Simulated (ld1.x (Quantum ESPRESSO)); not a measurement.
Building the TM potential for Cl (Z = 17) (revPBE, scalar-relativistic).

* Element: Cl (Z = 17)
* Generator: ld1.x (Quantum ESPRESSO) 7.5
* Type: norm-conserving Troullier–Martins (Kleinman–Bylander form)
* Functional: revPBE
* Relativity: scalar-relativistic
* Frozen core: [Ne]
* Valence charge: 7
* Reference configuration: 3s1 3p6
* Partial waves: 3s (bound): rc 1.15 bohr; 3p (bound): rc 1.20 bohr
* Local potential: the p channel
* Core correction: a·sin(br)/r model core inside 0.95 bohr

Results:

| Quantity | Value |
| --- | --- |
| Cutoffs needed | 60 Ry and 120 Ry (the cutoffs (Ry, on a coarse ladder) from which the occupation-weighted sum of valence levels, in a spherical-Bessel basis at the reference potential, stays within 10 and 1 mRy of its value at 400 Ry) |
| Ghost test | no extra level below or beside the all-electron valence levels (s, p, d, f tested) (spherical-Bessel basis up to 400 Ry, 20 bohr box) |
| Largest excitation error | +157 meV (all-electron minus pseudo) for 3s2 3p1, out of 7 test configurations |

Generation and tests took about 1.6 s on one core of a shared server CPU.
